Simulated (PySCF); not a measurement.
# What a mistake does to a calculation on B2GeH4N cation

All numbers below are calculated, not measured. They come from PySCF 2.14.0, an open-source quantum chemistry program, on an isolated molecule that a program drew, which may never have been made. The molecule is B2GeH4N cation (charge +1, singlet), drawn as the SMILES string `N=B[BH][GeH2+]`.

Each row is a Hartree-Fock (HF) and frozen-core CCSD(T) single point in the cc-pVDZ basis, meant for a local HF minimum. Run 1 is clean. Each other run has one planted mistake out of seven kinds, and not every kind appears here: one electron removed, one electron added, multiplicity raised by two, geometry at a saddle point, minimal basis STO-3G, one bond length entered in bohr, all coordinates scaled. The reference is restricted for singlets and unrestricted otherwise, and also for a bond in bohr. Adding or removing an electron swaps singlet and doublet. Electrons count all cores. HOMO and LUMO are orbital energies over both spins, the gradient is its largest component, and the lowest frequency (negative if imaginary) is given only where the gradient is small. Bond lengths are over the 7 bonds as drawn. T1 is the CCSD diagnostic: over 0.02 (restricted) or 0.045 (unrestricted) a single reference is doubtful. Germanium has the cc-pVDZ-PP basis, with a core potential (ECP10MDF) in place of its 10 inner electrons, and its 3s, 3p and 3d shells are frozen in CCSD(T).

Geometry of the clean run:
```xyz
8
B2GeH4N cation, angstrom
N    -2.0262    2.3415    2.6746
B    -1.1269    2.2256    1.8569
B     0.0243    1.9549    0.6714
Ge   -0.3727    0.4507   -0.7126
H    -2.7163    2.4902    3.3689
H     1.0549    2.5308    0.5284
H     0.0393   -0.9950   -0.5034
H    -1.1167    0.6978   -2.0122
```

```
run  electrons  basis functions  <S^2>  HOMO (eV)  LUMO (eV)  gradient (hartree/bohr)  lowest frequency (cm^-1)  mean bond (Å)  longest bond (Å)      T1  HF (hartree)  CCSD(T) (hartree)                          mistake
  1         52               85  0.000     -15.63      -5.75                  3.2e-05                        82         1.4561             2.082  0.0214    -399.22780         -399.67487                         no fault
  2         52               85  2.030     -11.47      -7.44                  1.1e-01                         -         1.4561             2.082  0.0782    -399.13112         -399.54483       multiplicity raised by two
  3         52               85  0.912     -15.57      -6.00                  8.2e-03                         -         1.6490             2.868  0.0360    -399.13201         -399.56346  one bond length entered in bohr
  4         51               85  0.763     -22.59     -11.80                  9.4e-02                         -         1.4561             2.082  0.0219    -398.73840         -399.12268                                ?
```

**Which mistake was planted in run 4, and what did it cost?**

It counts 51 electrons, one fewer than the clean run, at the same geometry and basis. So the mistake is: one electron removed. Subtracting run 1 and multiplying by 627.51 kcal/mol a hartree, the energy moved by 307.1 kcal/mol in HF and 346.5 kcal/mol in CCSD(T).

Cautions from the logs. Run 1: T1 is over the limit, so its CCSD(T) energy is less reliable; run 2: T1 is over the limit, so its CCSD(T) energy is less reliable.
